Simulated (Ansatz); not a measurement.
## A ladder of methods for GeH2Cl (SMILES [Cl][GeH2])

GeH2Cl: 4 atoms, total charge 0, spin state doublet. As SMILES, `[Cl][GeH2]`. Geometry: optimised at B3LYP/def2-SVP.

```xyz
4

Cl   -1.5852    0.3107    1.0079
Ge    0.1061   -0.4636   -0.1434
H     0.0842    0.2631   -1.5204
H     1.3948   -0.1102    0.6560
```

Each level gives the dissociation energy of the Ge2–Cl1 bond into singlet GeH2 and doublet Cl (shapes relaxed at B3LYP/def2-SVP, no zero-point term) (eV). The values are calculated.

```json
{"level": "UHF/def2-TZVPP", "kind": "Hartree–Fock", "program": "Ansatz", "value (eV)": "2.71", "CPU time (all runs)": "6.5 s"}
{"level": "USVWN5/def2-TZVPP", "kind": "LDA", "program": "Ansatz", "value (eV)": "3.92", "CPU time (all runs)": "3.6 s"}
{"level": "UBLYP/def2-TZVPP", "kind": "GGA", "program": "Ansatz", "value (eV)": "3.01", "CPU time (all runs)": "5.1 s"}
{"level": "UB3LYP/def2-TZVPP", "kind": "global hybrid", "program": "Ansatz", "value (eV)": "3.07", "CPU time (all runs)": "9.6 s"}
{"level": "UPBE0-D4/def2-TZVPP", "kind": "global hybrid", "program": "Ansatz", "value (eV)": "3.42", "CPU time (all runs)": "8.3 s"}
{"level": "UB2PLYP/def2-TZVPP", "kind": "double hybrid", "program": "Ansatz", "value (eV)": "3.19", "CPU time (all runs)": "14 s"}
{"level": "RPA@PBE/def2-TZVPP", "kind": "RPA", "program": "Ansatz", "value (eV)": "2.79", "CPU time (all runs)": "13 s"}
{"level": "UMP2/def2-TZVPP", "kind": "perturbation theory", "program": "Ansatz", "value (eV)": "3.47", "CPU time (all runs)": "7.4 s"}
```

All-electron rows without a relativistic Hamiltonian named are non-relativistic. The values span 2.71 to 3.92 eV. Hartree–Fock misses the correlation of the electron pair that is broken and comes out low. A fragment with an even electron count was run as a singlet and may have a lower triplet. Measured bond enthalpies also hold zero-point and thermal terms, a few tenths of an eV less. In the correlated wave-function rows the outer d shell of Ge is correlated, in sets not made for it. CPU times are rough (shared hosts, several kinds of processor): they show what a rung costs within a factor of a few.
